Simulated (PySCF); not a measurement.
## RbP⁺ from Hartree–Fock to correlated methods

State: ⁴Σ⁻ (quartet), unpaired electrons σ ↑, π ↑↑. Set-up: Rb def2-SVPD with ECP28, P def2-SVPD; scalar-relativistic core potentials (PySCF 2.14). De refers to Rb⁺ + P in their high-spin ground configurations, without counterpoise correction. The functionals are run spin-unrestricted. A positive dipole points towards P; it is taken about the centre of mass and depends on that origin.

```tsv
Level	Re (Å)	ωe (cm⁻¹)	De (eV)	μ (D)	CPU s a point (SCF and correlation, without the integrals)
UHF	3.910	57.3	0.122	-3.81	0.15
UHF-MP2	3.744	68.9	0.166	n/a	0.28
UHF-SCS-MP2	3.769	66.8	0.157	n/a	n/a
UHF-CCSD	3.754	68.4	0.163	n/a	n/a
UHF-CCSD(T)	3.746	69.1	0.167	n/a	6.7
PBE	3.706	69.4	0.198	-3.25	0.65
revPBE	3.833	60.4	0.170	-3.48	0.42
TPSS	3.760	64.6	0.169	-3.39	0.97
r²SCAN	3.739	67.4	0.159	-3.42	0.97
B3LYP	3.747	66.5	0.174	-3.38	0.76
PBE0	3.713	67.9	0.173	-3.35	1.1
```

The bond length runs from 3.706 Å (PBE) to 3.910 Å (UHF). De spans 0.12 eV (UHF, mean field) to 0.20 eV (PBE, GGA). Correlation at CCSD(T) changes the Hartree–Fock bond energy by +0.05 eV; the triples alone change it by +0.01 eV.

Correlated steps freeze 5 core orbitals. The bond is weak. Basis-set superposition, not corrected here, can be much of De in a small basis, most of all at correlated wavefunction levels. Spin–orbit coupling is left out. For an ion De counts to the pair picked by the measured ionisation energies or electron affinities, which need not be the lowest pair at this level. The state is the lowest determinant that a PBE0 search found; another state may lie lower at other levels.

The whole job (state search and all levels along the bond) took about 2.4 min on 1 thread of Arm Neoverse N1 (shared host), peak memory 0.64 GiB.
